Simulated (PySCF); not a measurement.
AlH5OSi, SMILES [AlH]([OH])[SiH3].

The structure is a stationary point at B3LYP-D3(BJ)/def2-TZVP. One conformer was computed; it need not be the lowest.

Method: M06-2X/def2-TZVPD run with PySCF.

Gas-phase values at a fixed geometry.

Computed frontier levels, gap, dipole moment and polarisability:
```yaml
highest_occupied_level: -8.61 eV
lowest_empty_level: -0.78 eV
orbital_gap: 7.82 eV
dipole_moment: 1.33 D
quadrupole, principal values (traceless, Buckingham form, about the centre of nuclear charge): -6.24, 2.96, 3.28 D·Å
mean_static_polarisability: 64.1 bohr³ (9.50 Å³)
polarisability_principal_values: 53.9, 60.1, 78.3 bohr³
```
